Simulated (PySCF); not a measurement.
Stretching BiN

Set-up: Bi cc-pVDZ-PP with ECP60, N cc-pVDZ; scalar-relativistic core potentials (PySCF 2.14). Energies in eV from Bi + N in their ground configurations at the same level. State: Ms = 0 determinant of mixed spin (⟨S²⟩ near 0.7), paired orbitals spin-polarised.

All columns are PBE0. A positive dipole means Bi(−)N(+).

| R (Å) | E (eV) | μ (D) | Mulliken charge on Bi (basis-dependent) | HOMO (eV) | LUMO (eV) | Mayer bond order | ⟨S²⟩ |
| --- | --- | --- | --- | --- | --- | --- | --- |
| 1.703 | -1.028 | -3.40 | 0.53 | -7.23 | -1.83 | 2.90 | 0.00 |
| 1.782 | -1.739 | -3.56 | 0.50 | -7.35 | -2.06 | 2.89 | 0.00 |
| 1.861 | -2.058 | -3.56 | 0.47 | -7.20 | -2.37 | 2.72 | 0.17 |
| 1.921 | -2.155 | -3.40 | 0.44 | -7.00 | -2.50 | 2.42 | 0.47 |
| 1.980 | -2.177 | -3.26 | 0.41 | -6.87 | -2.57 | 2.17 | 0.72 |
| 2.039 | -2.143 | -3.13 | 0.38 | -6.78 | -2.62 | 1.96 | 0.94 |
| 2.119 | -2.039 | -2.98 | 0.35 | -6.69 | -2.67 | 1.72 | 1.19 |
| 2.218 | -1.852 | -2.82 | 0.31 | -6.61 | -2.71 | 1.48 | 1.43 |
| 2.336 | -1.586 | -2.66 | 0.27 | -6.56 | -2.74 | 1.26 | 1.67 |
| 2.495 | -1.227 | -2.41 | 0.22 | -6.51 | -2.74 | 1.02 | 1.95 |

A fit through these points gives, at Re = 1.970 Å, μ = -3.28 D and dμ/dR = 2.31 D/Å; the reduced mass is 13.12 u.

Task: How strong is the fundamental in the double-harmonic approximation, I = 42.26·(dμ/dR)²/μred km/mol?

Result: I = 42.26·(2.31)²/13.12 = 17.2 km/mol at PBE0.

⟨S²⟩ of the unrestricted solution departs from its pure value on part of the curve, where spin states mix. These are scalar-relativistic numbers at best; spin–orbit coupling would shift them, the dissociation energy most.
